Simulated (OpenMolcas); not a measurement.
**Ni IV: effect of correlating more closed shells**

- Program: OpenMolcas 26.06
- Basis: ANO-RCC-VTZP [6s5p3d2f1g]
- Scalar Hamiltonian: DKH2, point nucleus
- Active space: 7 electrons in 5 orbitals (3d)
- State averaging: 2S+1 = 4 even, 10 roots; 2S+1 = 2 even, 40 roots
- Spin-orbit coupling: state interaction with AMFI integrals over the reference wave functions, term energies averaged over their components

Methods on the same reference wave functions:
A. CASSCF
B. MS-CASPT2, IPEA 0.25 Eh, imaginary shift 0.1 Eh (closed shells correlated: none)
C. MS-CASPT2, IPEA 0.25 Eh, imaginary shift 0.1 Eh (closed shells correlated: 3s 3p)
D. MS-CASPT2, IPEA 0.25 Eh, imaginary shift 0.1 Eh (closed shells correlated: 2s 2p 3s 3p)

Energies in eV above 3d⁷ ⁴F_9/2, the measured ground level; measured values from Corliss and Sugar, J. Phys. Chem. Ref. Data 10, 197 (1981).

| Level | A | B | C | D | Measured |
| --- | --- | --- | --- | --- | --- |
| 3d⁷ ⁴F_9/2 | 0.0000 | 0.0000 | 0.0000 | 0.0000 | 0.0000 |
| 3d⁷ ⁴F_7/2 | 0.1420 | 0.1423 | 0.1427 | 0.1427 | 0.1475 |
| 3d⁷ ⁴F_5/2 | 0.2460 | 0.2459 | 0.2461 | 0.2461 | 0.2532 |
| 3d⁷ ⁴F_3/2 | 0.3173 | 0.317 | 0.316 | 0.316 | 0.3250 |
| 3d⁷ ⁴P_5/2 | 2.7582 | 2.366 | 2.288 | 2.280 | 2.2464 |
| 3d⁷ ²G_9/2 | 2.7733 | 2.611 | 2.440 | 2.440 | 2.4586 |
| 3d⁷ ⁴P_3/2 | 2.8034 | 2.413 | 2.317 | 2.308 | 2.2772 |
| 3d⁷ ⁴P_1/2 | 2.8715 | 2.481 | 2.396 | 2.388 | 2.3505 |
| 3d⁷ ²G_7/2 | 2.9095 | 2.746 | 2.574 | 2.575 | 2.5972 |
| 3d⁷ ²P_3/2 | 3.6570 | 3.298 | 2.916 | 2.905 | 2.9321 |
| 3d⁷ ²H_11/2 | 3.6808 | 3.526 | 3.358 | 3.361 | 3.3041 |
| 3d⁷ ²P_1/2 | 3.8007 | 3.452 | 3.032 | 3.021 | 3.0564 |
| 3d⁷ ²H_9/2 | 3.8022 | 3.647 | 3.479 | 3.482 | 3.4316 |
| 3d⁷ ²D_5/2(1) | 3.9904 | 3.576 | 3.375 | 3.368 | 3.3595 |
| 3d⁷ ²D_3/2(1) | 4.2044 | 3.801 | 3.576 | 3.569 | 3.5680 |
| 3d⁷ ²F_5/2 | 6.3448 | 5.762 | 5.435 | 5.426 | 5.3856 |
| 3d⁷ ²F_7/2 | 6.4046 | 5.823 | 5.496 | 5.487 | 5.4378 |
| 3d⁷ ²D_3/2(2) | 9.9053 | 8.884 | 8.559 | 8.543 | 8.3516 |
| 3d⁷ ²D_5/2(2) | 9.9732 | 8.954 | 8.631 | 8.615 | 8.4297 |

Deviations, from unrounded energies. A percentage is the sum of absolute deviations over the sum of measured energies, with the sign that they share, or ± where signs differ.

```tsv
Against measurement	Levels	A	B	C	D
mean absolute deviation (cm-1)	18	4800	1900	390	360
fine structure of the ground term (%)	3	-2.8	-2.9	-2.8	-2.8
other terms of the ground configuration (%)	15	+18.1	+7.0	±1.4	±1.3
```

D lies closest to measurement on these levels and A furthest from it. The largest miss of D in the table is 3d⁷ ²D_3/2(2), by +1500 cm-1. The ranking rests on the paired levels alone, and a cruder setting can come out closer through cancelling errors.

Among B to D the level of the table that moves most is 3d⁷ ²P_1/2, by 3500 cm-1 (lowest in D, highest in B). Moves below CASPT2's spread within the term are not significant.

The two smallest mean deviations differ by little beside CASPT2's spread within terms, so their order carries little weight.

From A to B the spin-free energies of the other terms of 3d⁷ shown, above ⁴F, scale by factors of 0.85 to 0.96, as is usual when dynamic correlation screens the repulsion within a d or f shell.

The lowest spin-free term lies below A's lowest term by 0.186 hartree in B, 0.530 hartree in C, 0.577 hartree in D.

What an inner shell adds also hangs on whether the basis holds functions to correlate it.

CASPT2 breaks the degeneracy within a term, and the mean is taken; among the terms shown or strongly mixed into the levels shown the widest spread is 1000 cm-1 (3d⁷ ⁴F, D). Without dynamic correlation excited terms often stand tens of per cent too high (terms of higher spin than the ground term too low), and those without a measured partner can miss by more than the paired ones (holds for A). Some levels mix across a computed gap that differs much from the measured one, so their mixing is not that of the real levels (holds for A; B). The CASPT2 spread within a term exceeds the gap to the next term for 3d⁷ ²H and 3d⁷ ²D(1), so the order of their levels is uncertain (holds for C; D). Computed and measured levels are paired by configuration, term and J; levels that our copy of the source lacks, or whose pairing is in doubt (as where it misses far off the trend of its configuration), stay unpaired and out of the deviations. Only configurations of the active space appear.

A number in round brackets counts repeated terms of one configuration in the order of the reference energies.
